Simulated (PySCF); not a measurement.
C₈H₈OP₂.
SMILES with atom numbers: `[O:1]=[P@:2]1([PH2:3])[CH:4]=[CH:5][c:6]2[cH:7][cH:8][cH:9][cH:10][c:11]21`

NICS is the negative of the GIAO shielding at a point without a nucleus: at the ring centre (0) and 1 Å above and below it (1); zz is the component along the ring normal. Level: GIAO PBE0/pcSseg-1 (PySCF, non-relativistic, gas phase) on the GFN2-xTB geometry, one conformer.

Rings: 1. P2–C4–C5–C6–C11; 2. C6–C7–C8–C9–C10–C11.

```tsv
set	NICS(0)	NICS(1), two faces	NICS(1)zz, two faces
P	-7.5	-10.7 / -10.4	-25.3 / -25.5
Q	2.5	-0.2 / -1.6	5.9 / 5.9
```

**Question.** Which set (ppm) belongs to which ring?

**Answer.** P = 2, Q = 1.
- 1 (5-membered ring with P; formal bonds 1 aromatic, 1 double, 3 single): mean NICS(1)zz 5.9 ppm, deshielded. P2 has four or more neighbours, and the NICS criterion for π rings isn't applied.
- 2 (6-membered carbocycle; formal bonds all aromatic): mean NICS(1)zz -25.4 ppm, shielded. The ring is flat and has no four-coordinate atom; by the NICS criterion it is aromatic, though in fused rings the probe also feels the neighbouring ring.

**Question.** How do the rings differ in shape?

**Answer.** 
```json
{"ring": "1", "bond lengths (Å)": "1.825, 1.335, 1.455, 1.401, 1.820", "rms pucker (Å)": "0.01", "HOMA": "–", "nearest outside atom to a NICS(1) probe (Å)": "hydrogen 2.12"}
{"ring": "2", "bond lengths (Å)": "1.387, 1.387, 1.386, 1.389, 1.378, 1.401", "rms pucker (Å)": "0.00", "HOMA": "0.99", "nearest outside atom to a NICS(1) probe (Å)": "hydrogen 2.65"}
```

HOMA = 1 − mean of α(R − Ropt)² over the ring bonds, with Krygowski's 1993 parameters (CC: Ropt 1.388 Å, α 257.7 Å⁻²). A dash marks a ring with a four-coordinate atom, a triple bond, no multiple bond or a kind of bond without parameters.

Conformer computed: `[O:1]=[P@:2]1([PH2:3])[CH:4]=[CH:5][c:6]2[cH:7][cH:8][cH:9][cH:10][c:11]21`: H–P3–P2–O1 -68°, H–P3–P2–O1 -161°.
